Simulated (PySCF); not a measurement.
Computed spin Hamiltonian

Species: C5H9OS (doublet state).
Structure used (GFN2-xTB), in Å, numbered top down from 1:
```
atom  x, y, z in Å
C1    -2.440    0.418   -0.166
C2    -1.753   -0.599    0.656
C3    -0.426   -1.104    0.294
O4     0.553   -0.036    0.400
C5     1.665   -0.121   -0.296
C6     2.567    1.057   -0.109
S7     2.054   -1.377   -1.267
H8    -3.369    0.018   -0.586
H9    -1.807    0.751   -0.984
H10   -2.726    1.284    0.437
H11   -2.221   -0.942    1.561
H12   -0.098   -1.920    0.946
H13   -0.376   -1.455   -0.752
H14    1.984    1.977   -0.103
H15    3.313    1.085   -0.896
H16    3.072    0.974    0.854
```

The hyperfine couplings belong to this conformer and change with its torsions.

Identity: `C[CH]COC(C)=S` [radical].

Level of theory: PySCF, UKS B3LYP, pcH-1 on C H O S, non-relativistic, mean-field spin-orbit, GIAO. The structure is a single GFN2-xTB conformer in the gas phase; no vibrational or solvent corrections. Couplings are sensitive to structure, and on GFN2-xTB geometries they can be far from those on DFT ones. The SCF solution wasn't tested for stability.

| Item | Value |
| --- | --- |
| g1, g2, g3 | 2.00157, 2.00266, 2.00272 |
| g_iso | 2.00232 |
| Form of g | close to axial: the two nearest values differ by 5 % of g3 − g1 |
| ⟨S²⟩ | 0.7538 (exact 0.7500) |
| α and β electrons | 32, 31 |
| HOMO–LUMO gap, α and β orbitals | 4.36, 4.03 eV |
| Basis functions | 275 |

Hyperfine couplings atom by atom, in 10⁻⁴ cm⁻¹; T1 to T3 are the principal values of the dipolar part; ρ(0) is the spin density at the nucleus (1 × 10⁻⁴ cm⁻¹ = 2.998 MHz):

| atom | isotope | a_iso | of which spin–orbit | T1 | T2 | T3 | Mulliken spin population | ρ(0) (bohr⁻³) |
| --- | --- | --- | --- | --- | --- | --- | --- | --- |
| C1 | 13C | -10.8 | 0.0 | -0.9 | 0.4 | 0.5 | -0.08 | -0.0287 |
| C2 | 13C | 29.1 | 0.0 | -26.5 | -26.4 | 52.9 | 1.01 | 0.0778 |
| C3 | 13C | -4.3 | 0.0 | -1.0 | -0.3 | 1.4 | -0.05 | -0.0114 |
| O4 | 17O | -21.5 | 0.0 | -4.4 | 2.1 | 2.3 | 0.03 | 0.1065 |
| C5 | 13C | -0.2 | 0.0 | -0.4 | -0.4 | 0.8 | 0.00 | -0.0005 |
| C6 | 13C | 2.1 | 0.0 | -0.2 | -0.1 | 0.3 | 0.00 | 0.0055 |
| S7 | 33S | 0.4 | 0.0 | -0.8 | -0.6 | 1.5 | 0.02 | 0.0041 |
| H8 | 1H | 41.8 | 0.0 | -1.8 | -1.2 | 3.0 | 0.05 | 0.0280 |
| H9 | 1H | 1.3 | 0.0 | -1.5 | -1.3 | 2.8 | 0.00 | 0.0009 |
| H10 | 1H | 32.6 | 0.0 | -1.7 | -1.2 | 2.9 | 0.04 | 0.0218 |
| H11 | 1H | -20.2 | 0.0 | -12.6 | -0.2 | 12.9 | -0.04 | -0.0136 |
| H12 | 1H | 0.4 | 0.0 | -1.9 | -1.4 | 3.3 | 0.00 | 0.0003 |
| H13 | 1H | 26.9 | 0.0 | -2.2 | -0.7 | 2.9 | 0.03 | 0.0181 |
| H14 | 1H | -0.1 | 0.0 | -0.4 | -0.2 | 0.6 | 0.00 | 0.0000 |
| H15 | 1H | 0.4 | 0.0 | -0.2 | -0.1 | 0.4 | 0.00 | 0.0002 |
| H16 | 1H | -0.1 | 0.0 | -0.3 | -0.2 | 0.5 | 0.00 | -0.0001 |

Largest spin populations (Mulliken): C2 (+1.01) and C1 (-0.08). C2 is the only atom above +0.15. The angles at C2 add up to 359.9°, so it is planar; its axial dipolar tensor and the negative coupling of its proton fit spin in a p orbital normal to that plane.

Under fast tumbling the dipolar parts average out, and these isotropic splittings remain: 3 × 1H (H8/H9/H10, I = 1/2, 4 lines) with 2.70 mT, 1 × 1H (H11, I = 1/2, 2 lines) with 2.16 mT and 2 × 1H (H12/H13, I = 1/2, 3 lines) with 1.46 mT.

Class means assume fast exchange of nuclei equivalent by connectivity; if that motion is slow, each nucleus keeps its own coupling. The three 1H nuclei of mean +75.6 MHz run from 3.9 to 125.2 MHz in the frozen geometry. The 1H value of +41.0 MHz is a mean of couplings from 1.3 to 80.7 MHz in this one geometry, not an average over conformers.

The 13C coupling of C2 (87.4 MHz) shows only in satellite lines or after enrichment, since that isotope makes up about 1.07 % of natural carbon.

The 17O coupling of O4 (-64.5 MHz) shows only in satellite lines or after enrichment, since that isotope makes up about 0.038 % of natural oxygen.

β density exceeds α density at some nuclei, such as C1 (-0.0287), H11 (-0.0136) and C3 (-0.0114), spin density in bohr⁻³. In a single determinant that takes different orbitals for the two spins, that is spin polarisation.

Hardware: one thread of an Arm Neoverse V2, shared host with 96 logical CPUs at a one-minute load of 27. Cost: 66 s wall (with the writing of density and orbital grids), 1.0 GiB resident at most.
